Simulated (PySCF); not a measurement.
**How methods differ on the excitation energy of Si**

Si [Ne] 3s2 3p2 (3P) → Si [Ne] 3s2 3p1 4s1 (3P), as a difference of total energies. All numbers are calculated (PySCF 2.14, the non-relativistic Hamiltonian (point nucleus), in dyall-av2z (13s9p2d, 50 functions)). Correlated levels: valence: [Ne] frozen; virtual orbitals above 40 to 60 times the deepest correlated orbital energy dropped. The calculations carry no spin-orbit coupling.

```tsv
method	excitation energy (eV)
UHF	4.874
LDA	4.959
PBE	4.970
PBE0	5.051
r2SCAN	5.249
B3LYP	4.952
wB97X-V	5.137
PW91	4.988
BP86	4.960
MP2 (valence)	4.980
SCS-MP2 (valence)	4.946
```

**Question.** How much does correlation contribute at MP2 (valence)?

**Answer.** 4.980 − (4.874) = 0.106 eV, measured against UHF.

The promoted electron is Rydberg-like, and one or two diffuse shells describe it only roughly, which tends to raise the upper state.
